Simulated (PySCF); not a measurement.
**Computed structure and properties of [Eu(O2)2]−**

System: [Eu(O2)2]− (singlet in the valence; each metal's 4f electrons, 6 of them, lie in its core potential, out of spins and levels); start: template (D2d). Method: PySCF 2.14.0, RKS BP86, Eu lcecp-1-SVP with ECP52, O def2-SVP; non-relativistic Hamiltonian with scalar-relativistic core potentials where named; density fitting; no spin-orbit coupling.

Input of the relaxation:

```python
mol = gto.M(atom='''
Eu     0.00000     0.00000     0.00000
O      0.52330     0.52330     2.11050
O     -0.52330    -0.52330     2.11050
O      0.52330    -0.52330    -2.11050
O     -0.52330     0.52330    -2.11050''',
    basis={'Eu': 'lcecp-1-SVP', 'O': 'def2-SVP'},
    ecp={'Eu': 'lcecp-1-SVP'},
    charge=-1, spin=0)
mf = dft.RKS(mol, xc='B88,P86')
mf.grids.atom_grid = (50, 194)  # f atoms: unpruned, at least (60, 302)
mf = mf.density_fit()  # fitting sets: Eu AutoAux, O def2-universal-JKFIT
mf.conv_tol = 1e-08; mf.max_cycle = 55
mf.kernel(dm0)  # dm0: converged density of the start geometry
# quasi-Newton relaxation in Cartesian coordinates to a largest gradient under 0.00045 Eh/bohr, steps kept in the point group
```

Run from Python with OMP_NUM_THREADS=2; the lines above give its settings. Where DIIS fails, smearing, a level shift and second-order steps follow.
It took 16 s on 2 threads of AMD EPYC 7R43 64-Core Processor (Zen 3), with other jobs on the host, from the converged density of the start.

Course of the relaxation:

| step | energy above end (eV) | largest force component within the symmetry (eV/Å) |
| --- | --- | --- |
| 0 | 0.1066 | 0.649 |
| 1 | 0.0253 | 0.362 |
| 2 | 0.0001 | 0.017 |
| 3 | 0.0000 | 0.004 |

Relaxed geometry (D2d):

```xyz
5

Eu    0.0000    0.0000    0.0000
O     0.5377    0.5377    2.0447
O    -0.5377   -0.5377    2.0447
O     0.5377   -0.5377   -2.0447
O    -0.5377    0.5377   -2.0447
```

```
    contact      Å
Eu1–O2 (O2)  2.182
Eu1–O4 (O2)  2.182
```

On the finer grid (75, 302):

```json
{"HOMO": "1.00 eV", "LUMO": "2.16 eV", "Dipole about the centre of mass": "0.00 D", "Set of Mulliken populations of Eu1 outside the core potential": "s 2.21, p 6.33, d 1.74, f 0.10", "D3(BJ) dispersion energy (not in the energies)": "-0.136 eV"}
```

```
atom  Mulliken (e)  Löwdin (e)  spin (e)
 Eu1          0.62        0.22      0.00
  O2         -0.40       -0.31      0.00
  O3         -0.40       -0.31      0.00
  O4         -0.40       -0.31      0.00
  O5         -0.40       -0.31      0.00
```

The 4f levels lie in the core potential and are missing. The highest filled level lies above zero, as often for anions with such functionals and bases; it isn't the detachment energy.

On the grid (50, 194), as all that follows. Harmonic modes: a minimum within the noise of the softest modes; lowest 5 cm⁻¹ (negative: unstable), highest 772 cm⁻¹, zero-point energy 0.218 eV.

Rigid scan of O2 along the line from its metal:

```csv
distance to the ligand's centre (Å),energy (eV)
1.74,1.545
1.84,0.595
1.94,0.129
2.04,0.000
2.14,0.099
2.24,0.346
2.34,0.682
2.49,1.259
```

One start shape was tried, so this needn't be the lowest isomer.

An lcecp potential fixes the number of 4f electrons, so in runs with it no electron can move into or out of that shell.
